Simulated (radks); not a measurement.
The nuclear charge of the tungsten ion W+ is varied continuously with 73 electrons held in [Xe] 4f14 5d4 6s1. All-electron calculation, Dirac Kohn-Sham, PBE, spin-unpolarised, spherical densities, finite nucleus; open shells fill j = l - 1/2 first; Fermi nuclear charge, rms radius 5.3658 fm. Program: a radial shooting solver on a logarithmic mesh with Libxc functionals. By the Hellmann-Feynman theorem dE/dZ = E(electron-nucleus)/Z, the electronic potential at the nucleus (averaged over a nucleus of fixed radius).

| Z | E (hartree) | E(electron-nucleus)/Z (hartree) | HOMO | e(HOMO) (eV) | <r> HOMO (bohr) |
|---|---|---|---|---|---|
| 73 | -15623.5586 | -533.780 | 5d3/2 | -2.703 | 2.366 |
| 73.2 | -15730.5437 | -536.071 | 5d3/2 | -4.261 | 2.250 |
| 73.4 | -15837.9870 | -538.361 | 5d3/2 | -5.975 | 2.154 |
| 73.6 | -15945.8883 | -540.652 | 5d3/2 | -7.829 | 2.073 |
| 73.8 | -16054.2478 | -542.943 | 5d3/2 | -9.809 | 2.002 |
| 74 | -16163.0657 | -545.236 | 5d3/2 | -11.907 | 1.940 |
| 74.2 | -16272.3424 | -547.531 | 6s1/2 | -13.732 | 2.905 |
| 74.4 | -16382.0781 | -549.827 | 6s1/2 | -15.488 | 2.837 |
| 74.6 | -16492.2734 | -552.126 | 6s1/2 | -17.310 | 2.774 |
| 74.8 | -16602.9287 | -554.427 | 6s1/2 | -19.196 | 2.715 |
| 75 | -16714.0445 | -556.732 | 6s1/2 | -21.143 | 2.659 |

The central difference of E at Z = 74 is -545.236 hartree, to compare with the third column; the second derivative is -11.5 hartree.
